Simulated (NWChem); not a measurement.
System: C3H5BF2; SMILES FB1[C@@H](F)CC1

Here is an NWChem input.

```
start job
memory heap 200 mb stack 900 mb global 1100 mb
geometry units angstroms noautosym nocenter noautoz
  F      1.061983    -1.654623    -0.368046
  B      0.158777    -0.797740     0.075970
  C     -1.418202    -0.744936    -0.025515
  C     -1.177819     0.799321    -0.184657
  C      0.235765     0.732077     0.484606
  F      1.216386     1.573159    -0.017043
  H     -1.928431    -1.254250    -0.847883
  H     -1.945146    -0.976493     0.906914
  H     -1.905597     1.466356     0.287442
  H     -1.070795     1.078005    -1.238046
  H      0.138071     0.908772     1.564726
end
basis spherical
  F library 6-31g*
  B library 6-31g*
  C library 6-31g*
  H library 6-31g*
end
dft
  xc b3lyp
  iterations 150
end
property
  shielding
end
task dft property
```

Output (shortened):

```
             Northwest Computational Chemistry Package (NWChem) 7.3.0
             --------------------------------------------------------

                             Geometry "geometry" -> ""
                             -------------------------

 Output coordinates in angstroms (scale by  1.889725989 to convert to a.u.)

  No.       Tag          Charge          X              Y              Z
 ---- ---------------- ---------- -------------- -------------- --------------
    1 F                    9.0000     1.06198300    -1.65462300    -0.36804600
    2 B                    5.0000     0.15877700    -0.79774000     0.07597000
    3 C                    6.0000    -1.41820200    -0.74493600    -0.02551500
    4 C                    6.0000    -1.17781900     0.79932100    -0.18465700
    5 C                    6.0000     0.23576500     0.73207700     0.48460600
    6 F                    9.0000     1.21638600     1.57315900    -0.01704300
    7 H                    1.0000    -1.92843100    -1.25425000    -0.84788300
    8 H                    1.0000    -1.94514600    -0.97649300     0.90691400
    9 H                    1.0000    -1.90559700     1.46635600     0.28744200
   10 H                    1.0000    -1.07079500     1.07800500    -1.23804600
   11 H                    1.0000     0.13807100     0.90877200     1.56472600

 Effective nuclear repulsion energy (a.u.)     220.6571919437

                              NWChem Property Module
                              ----------------------

  itol2e modified to match energy
  convergence criterion.

                                 NWChem DFT Module
                                 -----------------

 Summary of "ao basis" -> "ao basis" (spherical)
 ------------------------------------------------------------------------------
       Tag                 Description            Shells   Functions and Types
 ---------------- ------------------------------  ------  ---------------------
 F                           6-31g*                  6       14   3s2p1d
 B                           6-31g*                  6       14   3s2p1d
 C                           6-31g*                  6       14   3s2p1d
 H                           6-31g*                  2        2   2s

  itol2e modified to match energy
  convergence criterion.

[...]

          -----------------------------------------
          Chemical Shielding Tensors (GIAO, in ppm)
          -----------------------------------------

                                NWChem CPHF Module
                                ------------------

  scftype          =     RHF
  nclosed          =       23
  nopen            =        0
  variables        =     1633
  # of vectors     =        3
  tolerance        = 0.10D-03
  level shift      = 0.00D+00
  max iterations   =       50
  max subspace     =       30

 SCF residual:    1.2327853865620563E-005

Iterative solution of linear equations
  No. of variables     1633
  No. of equations        3
  Maximum subspace       30
        Iterations       50
       Convergence  1.0D-04

   iter   nsub   residual    time
   ----  ------  --------  ---------
     1      3    3.71D-01      35.9
     2      6    3.51D-02      39.0
     3      9    1.14D-03      42.3
     4     12    6.91D-05      45.5

      Atom:    1  F
        Diamagnetic
    473.9052    -12.4293     -6.3092
    -12.4293    473.8638      5.0619
     -6.3092      5.0619    466.3287

        Paramagnetic
   -364.9849    -44.8811      9.3432
    -44.8811   -331.9989   -115.9870
      9.3432   -115.9870    -64.6247

        Total Shielding Tensor
    108.9204    -57.3103      3.0340
    -57.3103    141.8649   -110.9251
      3.0340   -110.9251    401.7040

           isotropic =     217.4964
          anisotropy =     340.0376

          Principal Components and Axis System
                 1           2           3
              444.1881    156.8466     51.4545

      1         0.0691      0.7263      0.6839
      2        -0.3552     -0.6227      0.6972
      3         0.9322     -0.2911      0.2149

      Atom:    2  B
        Diamagnetic
    200.2887     -4.2376     -1.6294
     -4.2376    197.4193      4.1343
     -1.6294      4.1343    183.4219

        Paramagnetic
   -148.6193     24.2291      9.6489
     24.2291   -155.2821    -18.6989
      9.6489    -18.6989    -91.8812

        Total Shielding Tensor
     51.6694     19.9915      8.0195
     19.9915     42.1372    -14.5646
      8.0195    -14.5646     91.5407

           isotropic =      61.7825
          anisotropy =      50.8532

          Principal Components and Axis System
                 1           2           3
               95.6846     67.2137     22.4491

      1         0.0684      0.8032     -0.5918
      2        -0.2380      0.5892      0.7721
      3         0.9689      0.0880      0.2315

      Atom:    3  C
        Diamagnetic
    251.2803      2.4593      0.5840
      2.4593    255.7253     -0.6019
      0.5840     -0.6019    244.9967

        Paramagnetic
    -75.6795      0.9284     12.5040
      0.9284    -72.8824     -7.8010
     12.5040     -7.8010    -74.8815

        Total Shielding Tensor
    175.6008      3.3876     13.0880
      3.3876    182.8428     -8.4029
     13.0880     -8.4029    170.1152

           isotropic =     176.1863
          anisotropy =      18.5088

          Principal Components and Axis System
                 1           2           3
              188.5255    183.4310    156.6023

      1         0.4573      0.6777     -0.5758
      2        -0.6402      0.7003      0.3158
      3         0.6173      0.2242      0.7541

      Atom:    4  C
        Diamagnetic
    250.4425      1.5990      2.4011
      1.5990    254.0411     -0.6065
      2.4011     -0.6065    243.8343

        Paramagnetic
    -74.2802     10.4890     -5.5036
     10.4890    -93.0217     -0.5700
     -5.5036     -0.5700    -71.8751

[...]
```

Level: B3LYP/6-31G* (spherical d), GIAO. The geometry was optimised at B3LYP/6-31G* (spherical d). B3LYP is NWChem's, with the RPA form of VWN correlation. The printed shielding anisotropy is the first printed principal value minus the mean of the other two.
